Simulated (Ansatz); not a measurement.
Ansatz (an electronic-structure program) input (PBE0/def2-TZVPD):

Ansatz 0.2 input:
```yaml
crystal:
  periodic: [false, false, false]
  atoms:
    - {symbol: As, position_ang: [0.00033660, 0.00016035, 0.07075368]}
    - {symbol: H, position_ang: [-0.77588161, -1.00630342, -0.77234040]}
    - {symbol: H, position_ang: [-0.48756954, 1.16924784, -0.77864239]}
    - {symbol: H, position_ang: [1.25234329, -0.16823587, -0.78388871]}
basis:
  gaussian:
    orbitals: def2-TZVPD
hamiltonian:
  xc: {name: PBE0}
output: {forces: true}
```

Output:

```
Functional definition: PBE0
integrals: 0.02 GiB planned
590 factors; their error is unknown
mean field: 0.19 GiB planned
mean field evaluation 1: about -60881.9238 eV, gradient 1.1e1 eV
mean field evaluation 2: about -60882.0768 eV, gradient 6.0e0 eV
mean field evaluation 4: about -60882.1212 eV, gradient 3.3e-1 eV
mean field evaluation 8: about -60882.3598 eV, gradient 1.4e-2 eV
mean field -60882.35980825 eV, -2237.3854554077 hartree, gradient 6.4e-6 eV, S^2 0.000000; 0 other end points of the search recorded, 0 dependent functions left out
the calculation of the forces begins
reference -60882.35983048 eV, -2237.3854562245 hartree; 18, 18 occupied and 63, 63 virtual orbitals, 590 factors
Total energy: -60882.35983048 eV, -2237.3854562245 hartree
Atom 0 at     0.000337     0.000160     0.070754 Å, force    -0.000495    -0.000234    -0.104620 eV/Å
Atom 1 at    -0.775882    -1.006303    -0.772340 Å, force     0.030515     0.039560     0.034638 eV/Å
Atom 2 at    -0.487570     1.169248    -0.778642 Å, force     0.019168    -0.045936     0.034888 eV/Å
Atom 3 at     1.252343    -0.168236    -0.783889 Å, force    -0.049188     0.006610     0.035094 eV/Å
Dipole moment:    -0.000320    -0.000153    -0.067316 e Å
```
